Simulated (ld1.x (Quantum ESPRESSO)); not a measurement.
# tin, PAW: configuration errors across variants

Sn (Z = 50), PAW, made with ld1.x (Quantum ESPRESSO) 7.5 (PBE, scalar-relativistic). Core [Kr], reference 4d10 5s2 5p2. Waves: 5s (bound): rcut 1.55, rcutus 1.85 bohr; 5s channel at 4 Ry: rcut 1.55, rcutus 1.85 bohr; 5p (bound): rcut 2.05, rcutus 2.30 bohr; 5p channel at 1.3 Ry: rcut 2.05, rcutus 2.30 bohr; 4d (bound): rcut 1.10, rcutus 1.35 bohr; 4d channel at -0.25 Ry: rcut 1.10, rcutus 1.35 bohr. Local part: all-electron potential smoothed inside 1.65 bohr (lloc = -2). Core correction: Bessel-smoothed model core, default radius (core density twice the valence density). Augmentation charge: PSQ, inside the norm-conserving radii.

All-electron excitation energies from the reference (eV): (1) 4d10 5s2 5p1 6.875; (2) 4d10 5s2 5p0 20.827; (3) 4d10 5s1 5p0 51.798; (4) 4d10 5s2 5p2.3 -0.849; (5) 4d9 5s2 5p2 32.691; (6) 4d10 5s0 5p0 92.924; (7) 4d10 5s0 5p4 14.186.

The default core radius of the base comes out at 0.65 bohr.

Errors AE − PS in meV (a dash: test not solved or not reliable):

| change | (1) | (2) | (3) | (4) | (5) | (6) | (7) | bound ghosts |
| --- | --- | --- | --- | --- | --- | --- | --- | --- |
| base | -1.5 | -5.1 | -15 | +0.2 | -58 | -38 | -2.4 | none |
| core correction a·sin(br)/r model core, default radius (ld1.x builds one for every PAW set, though the input has nlcc=.false.) | -0.6 | +0.5 | +6.6 | +0.1 | -74 | -7.7 | +0.5 | none |
| core correction Bessel-smoothed model core inside 0.56 bohr | -1.5 | -5.1 | -15 | +0.2 | -55 | -38 | -2.4 | none |
| core correction Bessel-smoothed model core inside 0.74 bohr | -1.5 | -5.1 | -15 | +0.2 | -62 | -39 | -2.4 | none |
| core correction Bessel-smoothed model core inside 0.98 bohr | -1.5 | -5.1 | -15 | +0.2 | -61 | -39 | -2.5 | none |
| core correction Bessel-smoothed model core inside 1.18 bohr | -1.5 | -5.1 | -15 | +0.2 | -62 | -39 | -2.5 | none |
| core correction Bessel-smoothed model core inside 1.28 bohr | -1.5 | -5.1 | -15 | +0.2 | -63 | -39 | -2.5 | none |
| core correction Bessel-smoothed model core inside 1.46 bohr | -1.5 | -5.1 | -15 | +0.2 | -66 | -40 | -2.5 | none |
| core correction Bessel-smoothed model core inside 1.66 bohr | -1.4 | -5.1 | -16 | +0.2 | -68 | -41 | -2.4 | none |

Question: Give the same row for: core correction Bessel-smoothed model core inside 0.86 bohr.

Answer: -1.5, -5.1, -15, +0.2, -62, -39, -2.5; bound ghosts: none.
